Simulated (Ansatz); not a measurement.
Harmonic vibrations of H₆O₇SiTi, SMILES `O[Si](O)(O)[O][Ti]([OH])([OH])[OH]` by finite differences.

```yaml
crystal:
  periodic: [false, false, false]
  atoms:
    - {symbol: O, position_ang: [2.790510, 0.063373, -0.854158]}
    - {symbol: Si, position_ang: [1.317968, -0.629983, -0.761797]}
    - {symbol: O, position_ang: [0.948038, -1.410344, -2.150684]}
    - {symbol: O, position_ang: [1.372142, -1.610080, 0.532356]}
    - {symbol: O, position_ang: [0.141935, 0.492173, -0.573491]}
    - {symbol: Ti, position_ang: [-1.208527, 0.789796, 0.567529]}
    - {symbol: O, position_ang: [-0.872986, 2.241509, 1.559202]}
    - {symbol: O, position_ang: [-1.217363, -0.715003, 1.600362]}
    - {symbol: O, position_ang: [-2.781614, 0.975395, -0.270156]}
    - {symbol: H, position_ang: [3.026589, 0.438117, -1.703425]}
    - {symbol: H, position_ang: [1.370555, -2.259325, -2.286827]}
    - {symbol: H, position_ang: [0.569483, -1.613561, 1.070930]}
    - {symbol: H, position_ang: [-0.084662, 2.748409, 1.754977]}
    - {symbol: H, position_ang: [-1.975089, -1.251453, 1.839293]}
    - {symbol: H, position_ang: [-3.418878, 1.690176, -0.294709]}
basis:
  gaussian: {orbitals: def2-TZVP}
hamiltonian: {xc: pbe0, dispersion: d4}
phonons: {temperatures: {t_min: 298.15, t_max: 900, t_step: 200}}
```

```sh
$ ansatz run in.yaml --threads 4 --pin off --events-out ev --progress --plain --max-ram 41984MiB --backend cuda --devices 0, --max-vram 37GiB
```

Output, abridged:

```
Functional definition: PBE0
mean field -45414.65081576 eV, -1668.9576343233 hartree, gradient 4.2e-5 eV, S^2 0.000000; 0 other end points of the search recorded, 0 dependent functions left out
mean field -45414.65075602 eV, -1668.9576321280 hartree, gradient 1.6e-6 eV, S^2 0.000000; 0 other end points of the search recorded, 0 dependent functions left out
mean field -45414.65068057 eV, -1668.9576293550 hartree, gradient 1.6e-6 eV, S^2 0.000000; 0 other end points of the search recorded, 0 dependent functions left out
mean field -45414.65076928 eV, -1668.9576326150 hartree, gradient 1.6e-6 eV, S^2 0.000000; 0 other end points of the search recorded, 0 dependent functions left out
mean field -45414.65075702 eV, -1668.9576321645 hartree, gradient 1.6e-6 eV, S^2 0.000000; 0 other end points of the search recorded, 0 dependent functions left out
mean field -45414.65066505 eV, -1668.9576287849 hartree, gradient 1.6e-6 eV, S^2 0.000000; 0 other end points of the search recorded, 0 dependent functions left out
mean field -45414.65067813 eV, -1668.9576292653 hartree, gradient 1.6e-6 eV, S^2 0.000000; 0 other end points of the search recorded, 0 dependent functions left out
mean field -45414.65063229 eV, -1668.9576275810 hartree, gradient 1.6e-6 eV, S^2 0.000000; 0 other end points of the search recorded, 0 dependent functions left out
mean field -45414.65068443 eV, -1668.9576294971 hartree, gradient 1.6e-6 eV, S^2 0.000000; 0 other end points of the search recorded, 0 dependent functions left out
mean field -45414.65067570 eV, -1668.9576291763 hartree, gradient 1.6e-6 eV, S^2 0.000000; 0 other end points of the search recorded, 0 dependent functions left out
mean field -45414.65066170 eV, -1668.9576286617 hartree, gradient 1.6e-6 eV, S^2 0.000000; 0 other end points of the search recorded, 0 dependent functions left out
mean field -45414.65066585 eV, -1668.9576288140 hartree, gradient 1.6e-6 eV, S^2 0.000000; 0 other end points of the search recorded, 0 dependent functions left out
mean field -45414.65063500 eV, -1668.9576276804 hartree, gradient 1.6e-6 eV, S^2 0.000000; 0 other end points of the search recorded, 0 dependent functions left out
mean field -45414.65077446 eV, -1668.9576328056 hartree, gradient 1.6e-6 eV, S^2 0.000000; 0 other end points of the search recorded, 0 dependent functions left out
mean field -45414.65076398 eV, -1668.9576324205 hartree, gradient 1.6e-6 eV, S^2 0.000000; 0 other end points of the search recorded, 0 dependent functions left out
mean field -45414.65063877 eV, -1668.9576278189 hartree, gradient 1.6e-6 eV, S^2 0.000000; 0 other end points of the search recorded, 0 dependent functions left out
mean field -45414.65066353 eV, -1668.9576287290 hartree, gradient 1.6e-6 eV, S^2 0.000000; 0 other end points of the search recorded, 0 dependent functions left out
mean field -45414.65069995 eV, -1668.9576300672 hartree, gradient 1.6e-6 eV, S^2 0.000000; 0 other end points of the search recorded, 0 dependent functions left out
mean field -45414.65077301 eV, -1668.9576327522 hartree, gradient 1.6e-6 eV, S^2 0.000000; 0 other end points of the search recorded, 0 dependent functions left out
mean field -45414.65073158 eV, -1668.9576312296 hartree, gradient 1.6e-6 eV, S^2 0.000000; 0 other end points of the search recorded, 0 dependent functions left out
mean field -45414.65065881 eV, -1668.9576285555 hartree, gradient 1.6e-6 eV, S^2 0.000000; 0 other end points of the search recorded, 0 dependent functions left out
mean field -45414.65073667 eV, -1668.9576314167 hartree, gradient 1.6e-6 eV, S^2 0.000000; 0 other end points of the search recorded, 0 dependent functions left out
mean field -45414.65080388 eV, -1668.9576338865 hartree, gradient 1.6e-6 eV, S^2 0.000000; 0 other end points of the search recorded, 0 dependent functions left out
mean field -45414.65070244 eV, -1668.9576301588 hartree, gradient 1.6e-6 eV, S^2 0.000000; 0 other end points of the search recorded, 0 dependent functions left out
mean field -45414.65068679 eV, -1668.9576295837 hartree, gradient 1.6e-6 eV, S^2 0.000000; 0 other end points of the search recorded, 0 dependent functions left out
mean field -45414.65074632 eV, -1668.9576317715 hartree, gradient 1.6e-6 eV, S^2 0.000000; 0 other end points of the search recorded, 0 dependent functions left out
mean field -45414.65069318 eV, -1668.9576298186 hartree, gradient 1.6e-6 eV, S^2 0.000000; 0 other end points of the search recorded, 0 dependent functions left out
mean field -45414.65076905 eV, -1668.9576326068 hartree, gradient 1.6e-6 eV, S^2 0.000000; 0 other end points of the search recorded, 0 dependent functions left out
mean field -45414.65074716 eV, -1668.9576318021 hartree, gradient 1.6e-6 eV, S^2 0.000000; 0 other end points of the search recorded, 0 dependent functions left out
mean field -45414.65072787 eV, -1668.9576310934 hartree, gradient 1.6e-6 eV, S^2 0.000000; 0 other end points of the search recorded, 0 dependent functions left out
mean field -45414.65081233 eV, -1668.9576341970 hartree, gradient 1.6e-6 eV, S^2 0.000000; 0 other end points of the search recorded, 0 dependent functions left out
mean field -45414.65071064 eV, -1668.9576304602 hartree, gradient 1.6e-6 eV, S^2 0.000000; 0 other end points of the search recorded, 0 dependent functions left out
mean field -45414.65064325 eV, -1668.9576279837 hartree, gradient 1.6e-6 eV, S^2 0.000000; 0 other end points of the search recorded, 0 dependent functions left out
mean field -45414.65068073 eV, -1668.9576293609 hartree, gradient 1.6e-6 eV, S^2 0.000000; 0 other end points of the search recorded, 0 dependent functions left out
[...]
mean field -45414.65068512 eV, -1668.9576295224 hartree, gradient 1.6e-6 eV, S^2 0.000000; 0 other end points of the search recorded, 0 dependent functions left out
mean field -45414.65078675 eV, -1668.9576332573 hartree, gradient 1.6e-6 eV, S^2 0.000000; 0 other end points of the search recorded, 0 dependent functions left out
mean field -45414.65077940 eV, -1668.9576329872 hartree, gradient 1.6e-6 eV, S^2 0.000000; 0 other end points of the search recorded, 0 dependent functions left out
mean field -45414.65067838 eV, -1668.9576292745 hartree, gradient 1.6e-6 eV, S^2 0.000000; 0 other end points of the search recorded, 0 dependent functions left out
mean field -45414.65068635 eV, -1668.9576295675 hartree, gradient 1.6e-6 eV, S^2 0.000000; 0 other end points of the search recorded, 0 dependent functions left out
mean field -45414.65080869 eV, -1668.9576340634 hartree, gradient 1.6e-6 eV, S^2 0.000000; 0 other end points of the search recorded, 0 dependent functions left out
mean field -45414.65080208 eV, -1668.9576338204 hartree, gradient 1.6e-6 eV, S^2 0.000000; 0 other end points of the search recorded, 0 dependent functions left out
mean field -45414.65070840 eV, -1668.9576303779 hartree, gradient 1.6e-6 eV, S^2 0.000000; 0 other end points of the search recorded, 0 dependent functions left out
mean field -45414.65071485 eV, -1668.9576306150 hartree, gradient 1.6e-6 eV, S^2 0.000000; 0 other end points of the search recorded, 0 dependent functions left out
mean field -45414.65081307 eV, -1668.9576342244 hartree, gradient 1.6e-6 eV, S^2 0.000000; 0 other end points of the search recorded, 0 dependent functions left out
mean field -45414.65080489 eV, -1668.9576339239 hartree, gradient 1.6e-6 eV, S^2 0.000000; 0 other end points of the search recorded, 0 dependent functions left out
mean field -45414.65075431 eV, -1668.9576320650 hartree, gradient 1.6e-6 eV, S^2 0.000000; 0 other end points of the search recorded, 0 dependent functions left out
mean field -45414.65076369 eV, -1668.9576324098 hartree, gradient 1.6e-6 eV, S^2 0.000000; 0 other end points of the search recorded, 0 dependent functions left out
mean field -45414.65071939 eV, -1668.9576307818 hartree, gradient 1.6e-6 eV, S^2 0.000000; 0 other end points of the search recorded, 0 dependent functions left out
mean field -45414.65068600 eV, -1668.9576295548 hartree, gradient 1.6e-6 eV, S^2 0.000000; 0 other end points of the search recorded, 0 dependent functions left out
mean field -45414.65078122 eV, -1668.9576330539 hartree, gradient 1.6e-6 eV, S^2 0.000000; 0 other end points of the search recorded, 0 dependent functions left out
mean field -45414.65075029 eV, -1668.9576319172 hartree, gradient 1.6e-6 eV, S^2 0.000000; 0 other end points of the search recorded, 0 dependent functions left out
mean field -45414.65081481 eV, -1668.9576342883 hartree, gradient 1.6e-6 eV, S^2 0.000000; 0 other end points of the search recorded, 0 dependent functions left out
mean field -45414.65080005 eV, -1668.9576337460 hartree, gradient 1.6e-6 eV, S^2 0.000000; 0 other end points of the search recorded, 0 dependent functions left out
mean field -45414.65068630 eV, -1668.9576295656 hartree, gradient 1.6e-6 eV, S^2 0.000000; 0 other end points of the search recorded, 0 dependent functions left out
mean field -45414.65073783 eV, -1668.9576314594 hartree, gradient 1.6e-6 eV, S^2 0.000000; 0 other end points of the search recorded, 0 dependent functions left out
mean field -45414.65074525 eV, -1668.9576317320 hartree, gradient 1.6e-6 eV, S^2 0.000000; 0 other end points of the search recorded, 0 dependent functions left out
mean field -45414.65077447 eV, -1668.9576328057 hartree, gradient 1.6e-6 eV, S^2 0.000000; 0 other end points of the search recorded, 0 dependent functions left out
mean field -45414.65081274 eV, -1668.9576342124 hartree, gradient 1.6e-6 eV, S^2 0.000000; 0 other end points of the search recorded, 0 dependent functions left out
mean field -45414.65079490 eV, -1668.9576335566 hartree, gradient 1.6e-6 eV, S^2 0.000000; 0 other end points of the search recorded, 0 dependent functions left out
mean field -45414.65072202 eV, -1668.9576308784 hartree, gradient 1.6e-6 eV, S^2 0.000000; 0 other end points of the search recorded, 0 dependent functions left out
mean field -45414.65075444 eV, -1668.9576320699 hartree, gradient 1.6e-6 eV, S^2 0.000000; 0 other end points of the search recorded, 0 dependent functions left out
mean field -45414.65074038 eV, -1668.9576315529 hartree, gradient 1.6e-6 eV, S^2 0.000000; 0 other end points of the search recorded, 0 dependent functions left out
mean field -45414.65070590 eV, -1668.9576302861 hartree, gradient 1.6e-6 eV, S^2 0.000000; 0 other end points of the search recorded, 0 dependent functions left out
mean field -45414.65081432 eV, -1668.9576342704 hartree, gradient 1.6e-6 eV, S^2 0.000000; 0 other end points of the search recorded, 0 dependent functions left out
mean field -45414.65081496 eV, -1668.9576342939 hartree, gradient 1.6e-6 eV, S^2 0.000000; 0 other end points of the search recorded, 0 dependent functions left out
Total energy: -45415.01765449 eV, -1668.9711153980 hartree
Atom 0 at     2.790510     0.063373    -0.854158 Å, force     0.000238     0.000352    -0.000829 eV/Å
Atom 1 at     1.317968    -0.629983    -0.761797 Å, force    -0.000113    -0.001330     0.001642 eV/Å
Atom 2 at     0.948038    -1.410344    -2.150684 Å, force    -0.000045     0.000989    -0.000523 eV/Å
Atom 3 at     1.372142    -1.610080     0.532356 Å, force     0.003243    -0.001326    -0.001969 eV/Å
Atom 4 at     0.141935     0.492173    -0.573491 Å, force    -0.000931     0.001151    -0.000381 eV/Å
Atom 5 at    -1.208527     0.789796     0.567529 Å, force     0.002441     0.001497    -0.002221 eV/Å
Atom 6 at    -0.872986     2.241509     1.559202 Å, force    -0.000202    -0.000165    -0.000350 eV/Å
Atom 7 at    -1.217363    -0.715003     1.600362 Å, force    -0.000778    -0.002433     0.002067 eV/Å
Atom 8 at    -2.781614     0.975395    -0.270156 Å, force    -0.000585    -0.000154     0.000399 eV/Å
Atom 9 at     3.026589     0.438117    -1.703425 Å, force    -0.000741    -0.000314     0.001005 eV/Å
Atom 10 at     1.370555    -2.259325    -2.286827 Å, force     0.000096    -0.000527     0.000920 eV/Å
Atom 11 at     0.569483    -1.613561     1.070930 Å, force    -0.002818     0.001836     0.000286 eV/Å
Atom 12 at    -0.084662     2.748409     1.754977 Å, force    -0.000283    -0.000128     0.000224 eV/Å
Atom 13 at    -1.975089    -1.251453     1.839293 Å, force     0.000517     0.000493    -0.000430 eV/Å
Atom 14 at    -3.418878     1.690176    -0.294709 Å, force    -0.000040     0.000060     0.000160 eV/Å
Dipole moment:    -0.350227     0.210936    -0.021880 e Å
Vibrations: 27.17 32.37 111.82 121.02 141.39 160.55 169.93 177.56 197.95 215.76 233.47 249.31 265.85 298.35 322.39 348.74 386.45 396.65 427.09 435.25 498.61 577.29 610.43 716.08 768.82 797.71 806.91 834.98 879.03 956.97 963.92 991.55 1034.48 3763.18 3919.45 3929.06 3931.03 3933.68 3938.85 cm⁻¹, zero-point energy 2.391105 eV
```

Run time 3 min (4 threads of an AMD EPYC 7R13 on a shared host and a share of an NVIDIA H100 80 GB); peak host memory 1.1 GiB.
